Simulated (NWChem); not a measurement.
hydronium (H$_{3}$O cation); SMILES [OH3+]

Q: Give the equilibrium geometry at B3LYP/6-31G* (spherical d) (NWChem) as an XYZ file, with the point group.

A: point group C3v; any orientation.
```
4

O      0.0000     0.0000     0.0788
H      0.6693     0.6693    -0.2074
H      0.2450    -0.9143    -0.2074
H     -0.9143     0.2450    -0.2074
```
